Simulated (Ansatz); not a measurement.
Program: Ansatz. Geometries: PBE0-D4/def2-TZVP. ΔE: electronic, gas phase. CCSD(T)/CBS adds triple-zeta CCSD(T) − MP2 to the extrapolated MP2 energy (def2 sets, frozen cores). This one scheme is used for every species. DFT in def2-TZVPP. B3LYP here is the variant with VWN-RPA as its local correlation; programs differ in this.

Consider the formal exchange of groups at the Si–Si bond: `F[SiH]([SiH3])Cl` + `C#CC#C` → `C#C[SiH](F)Cl` + `C#C[SiH3]`.

```json
{"level": "PBE-D4", "ΔE (kJ/mol)": "-38.4", "difference from CCSD(T)/CBS": "42.6"}
{"level": "PBE0-D4", "ΔE (kJ/mol)": "-51.2", "difference from CCSD(T)/CBS": "29.8"}
{"level": "B3LYP-D4", "ΔE (kJ/mol)": "-60.4", "difference from CCSD(T)/CBS": "20.6"}
{"level": "r2SCANh-D4", "ΔE (kJ/mol)": "-60.5", "difference from CCSD(T)/CBS": "20.5"}
{"level": "ωB97M-V", "ΔE (kJ/mol)": "-81.9", "difference from CCSD(T)/CBS": "-0.9"}
{"level": "revPBE", "ΔE (kJ/mol)": "-40.9", "difference from CCSD(T)/CBS": "40.1"}
{"level": "BLYP", "ΔE (kJ/mol)": "-51.6", "difference from CCSD(T)/CBS": "29.4"}
{"level": "HF/def2-SVP", "ΔE (kJ/mol)": "-86.1", "difference from CCSD(T)/CBS": "-5.1"}
{"level": "HF/def2-QZVPP", "ΔE (kJ/mol)": "-97.8", "difference from CCSD(T)/CBS": "-16.8"}
{"level": "HF/CBS(def2)", "ΔE (kJ/mol)": "-97.9", "difference from CCSD(T)/CBS": "-16.9"}
{"level": "CCSD(T)/CBS", "ΔE (kJ/mol)": "-81.0", "difference from CCSD(T)/CBS": "0"}
```

Largest T1 diagnostic among the species: 0.014.

From BLYP to BHLYP (50 % exact exchange), in def2-TZVPP and without D4, ΔE moves by −23.8 kJ/mol. At CCSD(T), def2-SVP lies +12.8 kJ/mol from the extrapolated value and def2-TZVPP −1.0 kJ/mol. In def2-TZVPP, CCSD(T) changes the Hartree–Fock value by +15.0 kJ/mol (the triples alone add +3.5 kJ/mol) and MP2 by +12.2 kJ/mol.
